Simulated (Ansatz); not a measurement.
`C[Si](O)(O)[SiH3]` + H–F → `C[Si](O)(F)[SiH3]` + H₂O at 700 K and 1 bar (ligand exchange at the Si–O bond).

Isolated molecules relaxed with PBE0-D4/def2-TZVP in Ansatz; ΔE leaves out vibrations. CBS: MP2 limit from def2 TZ/QZ plus the TZ coupled-cluster correction, frozen cores. This one scheme is used for every species. One conformer a species, not always the lowest.

| species | CCSD(T)/CBS energy (Eh) | H − E (kJ/mol) | S (J/(mol·K)) |
| --- | --- | --- | --- |
| `C[Si](O)(O)[SiH3]` | -771.48623 | 339.1 | 537.1 |
| H–F | -100.39570 | 45.2 | 198.5 |
| `C[Si](O)(F)[SiH3]` | -795.51911 | 302.5 | 521.5 |
| H₂O | -76.37941 | 80.5 | 218.4 |

H − E and S are ideal-gas, rigid-rotor, harmonic terms from PBE0-D4/def2-TZVP, for one conformer and one mirror image of each species. 1 Eh = 2625.50 kJ/mol, R = 8.31446 J/(mol·K).

Question: By hand: ΔE, ΔH, ΔS and ΔG.

Answer: ΔE = (-795.51911) + (-76.37941) − (-771.48623) − (-100.39570) = -0.01659 Eh = -43.6 kJ/mol. Δ(H − E) = 302.5 + 80.5 − 339.1 − 45.2 = -1.3, so ΔH = -44.9 kJ/mol. ΔS = 521.5 + 218.4 − 537.1 − 198.5 = 4.3 J/(mol·K). ΔG = -44.9 − 700 × (4.3)/1000 = -47.9 kJ/mol.

Question: By hand: the equilibrium constant, and the temperature at which ΔG would vanish if ΔH and ΔS stayed fixed.

Answer: log₁₀ K = −ΔG/(RT ln 10) = 3.6. ΔH and −TΔS have one sign here, so there is no such temperature. One of them is within its doubt of zero, so this could turn.

The number of gas molecules stays the same, so ΔS is small and ΔH decides. A doubt of 5 kJ/mol in ΔE shifts log₁₀ K by 0.4 here. Other conformers and mirror images would add mixing entropy, several J/(mol·K) or more a flexible species. These are equilibria of isolated gas molecules and say nothing of rates. Largest T1 diagnostic: 0.012 (customary marks: 0.02 for closed shells, 0.045 for open ones).
